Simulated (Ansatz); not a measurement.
A geometry relaxed with PBE0-D3(BJ)/def2-SVP (Ansatz, a first-principles code), charge 0, multiplicity 1:

```xyz
18

C      3.4433     0.2628    -0.0200
H     -0.3183     1.8377    -0.8405
H     -3.8400     0.7306     0.7619
S      2.9777    -1.2910     0.5939
H      2.4860     2.0426    -0.7931
H      4.5017     0.5166    -0.0744
Cl    -2.4309    -2.2586     0.7368
C      2.3863     1.0358    -0.3858
H     -2.8861     2.0487    -1.0470
C     -1.0589    -1.2482     0.3875
C      1.1268     0.3781    -0.1756
Si    -3.0280     0.6689    -0.4890
C     -0.1776     0.8364    -0.4242
C     -1.2867     0.0391    -0.1499
H     -3.7349    -0.1889    -1.4854
C      0.2076    -1.7451     0.6501
H      0.3341    -2.7457     1.0655
C      1.2980    -0.9198     0.3635
```

Problem. Write the SMILES of this molecule.

Solution. `[SiH3]c1cc2ccsc2cc1Cl`
